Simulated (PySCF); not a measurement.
C3H7FOSi, SMILES C=CC[Si@H](O)F.

Geometry optimised at ωB97X-D3(BJ)/def2-SVP. The structure was generated by enumeration; whether it is a known compound was not checked. The values are those of a single conformer.

Two levels are set side by side: PBE/def2-TZVP (PySCF) and M06-2X/def2-TZVP (PySCF). Same geometry, gas phase. Differences are taken from unrounded values.

| quantity | PBE |
|---|---|
| orbital gap (eV) | 5.12 |
| highest occupied level (eV) | -6.17 |
| lowest empty level (eV) | -1.05 |
| dipole moment (D) | 1.27 |
| mean polarisability (bohr³) | 64.9 |

Problem. These are the PBE values. What does M06-2X give? (Estimate from the structure and the level; the computed values follow.)

Solution. 
| quantity | M06-2X | PBE minus M06-2X |
|---|---|---|
| orbital gap (eV) | 9.25 | -4.13 |
| highest occupied level (eV) | -8.46 | 2.30 |
| lowest empty level (eV) | 0.79 | -1.83 |
| dipole moment (D) | 1.38 | -0.11 |
| mean polarisability (bohr³) | 61.5 | 3.4 |

PBE's occupied levels lie high since its potential decays too fast outside the molecule; exact exchange lowers them and widens the gap. PBE's more diffuse valence density responds more strongly to a field. Differences between two approximate levels are no errors against the true value.

Rough cost on one machine, each run with all the roots and properties that it gave: M06-2X against PBE about 4 times.
